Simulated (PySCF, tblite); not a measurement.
Isomers of C2H6O2SSi, one GFN2-xTB conformer each. Single-point energies are computed at PBE0/pcSseg-1 (PySCF, gas phase, no added dispersion term), electronic only.

```
        SMILES  GFN2-xTB relative energy (kJ/mol)
  S[SiH]1OCCO1                                0.0
COC(=S)O[SiH3]                              146.8
```

Conformers: `[SH:1][SiH:2]1[O:3][CH2:4][CH2:5][O:6]1` with H–S1–Si2–O3 96°, S1–Si2–O3–C4 -122°, Si2–O3–C4–C5 -7°, O3–C4–C5–O6 20°, C4–C5–O6–Si2 -24°; `[CH3:1][O:2][C:3](=[S:4])[O:5][SiH3:6]` with C1–O2–C3–S4 0°, O2–C3–O5–Si6 -179°.

Task: What does PBE0/pcSseg-1 give for the same structures?

Result: 
| SMILES | PBE0/pcSseg-1 E (Eh) | PBE0/pcSseg-1 (kJ/mol) | GFN2-xTB (kJ/mol) | point group |
| --- | --- | --- | --- | --- |
| S[SiH]1OCCO1 | -917.47526 | 0.0 | 0.0 | C1 |
| COC(=S)O[SiH3] | -917.40316 | 189.3 | 146.8 | near Cs |

Both levels put the same isomer lowest. As drawn, the lower has an S–H bond, which the higher lacks; the higher has a C=S bond, which the lower lacks.

Task: Which frontier levels, dipoles and rotational constants go with these structures?

Result: 
```
        SMILES  HOMO (eV, PBE0/pcSseg-1)  LUMO (eV)  dipole (D)     A, B, C (MHz)
  S[SiH]1OCCO1                     -7.71       0.18        2.66  5441, 1611, 1417
COC(=S)O[SiH3]                     -6.86      -0.76        0.93  4786, 1504, 1168
```

Task: What happens when harmonic zero-point energies from GFN2-xTB frequencies are added?

Result: 
| SMILES | ZPE (kJ/mol) | electronic (kJ/mol) | with ZPE (kJ/mol) |
| --- | --- | --- | --- |
| S[SiH]1OCCO1 | 214.0 | 0.0 | 0.0 |
| COC(=S)O[SiH3] | 201.3 | 189.3 | 176.6 |

The zero-point energies span 12.7 kJ/mol. The order is unchanged.
